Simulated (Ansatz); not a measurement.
Geometry optimisation, RKS PBE0/6-31G* (Ansatz 0.2.0).

The input (input.yaml):

```yaml
crystal:
  periodic: [false, false, false]
  atoms:
    - { symbol: Al, position_ang: [-1.612144, 0.543913, -0.719155] }
    - { symbol: Si, position_ang: [1.649062, -0.678366, 0.237818] }
    - { symbol: F, position_ang: [-1.988202, -0.783916, -1.613556] }
    - { symbol: F, position_ang: [-1.202337, 1.924401, -1.518557] }
    - { symbol: H, position_ang: [0.326866, -0.07295, 0.316085] }
    - { symbol: O, position_ang: [-1.769715, 0.434706, 1.069974] }
    - { symbol: H, position_ang: [2.598147, 0.202928, 0.966861] }
    - { symbol: H, position_ang: [2.058807, -0.801939, -1.185614] }
    - { symbol: H, position_ang: [1.579137, -2.016699, 0.8748] }
    - { symbol: H, position_ang: [-1.639722, 1.247923, 1.571343] }
basis:
  gaussian: { orbitals: "6-31G*" }
hamiltonian:
  xc: pbe0
relax:
  f_tol: 0.03
  max_steps: 50
```

Run as:

```bash
$ ansatz run input.yaml --threads 2 --pin off --max-ram 3072MiB --backend cpu --events-out ev --progress --plain --runs-dir out
```

Where does it end, and by what steps?

The forces met the threshold. The force dipped under the threshold on the way, but the program's further checks kept it going. After 15 steps the energy has fallen by 0.416 eV; F3 moved furthest, 1.11 Å.

```tsv
step	energy less start (eV)	largest force component (eV/Å)	accepted
0	0.0000	2.205	yes
1	-0.1491	1.669	yes
2	-0.2203	1.409	yes
3	-0.2592	1.212	yes
4	-0.3133	0.709	yes
5	-0.3572	0.974	yes
6	-0.3870	0.874	yes
7	-0.4027	0.472	yes
8	-0.4103	0.167	yes
9	-0.4127	0.100	yes
10	-0.4134	0.050	yes
11	-0.4143	0.019	yes
12	-0.4149	0.042	yes
13	-0.4151	0.044	yes
14	-0.4155	0.038	yes
15	-0.4156	0.027	yes
```

```xyz
10
Properties=species:S:1:pos:R:3
Al -1.241 0.450 -0.386
Si 1.579 -0.676 0.043
F -1.035 -1.037 -1.092
F -0.984 1.789 -1.320
H 0.544 0.373 0.420
O -2.148 0.535 1.050
H 2.797 -0.190 0.742
H 1.768 -0.658 -1.423
H 1.136 -1.980 0.579
H -2.415 1.395 1.389
```

Run time: 39 s on 2 threads of Arm Neoverse V2, on a shared host, peak memory 0.19 GiB.
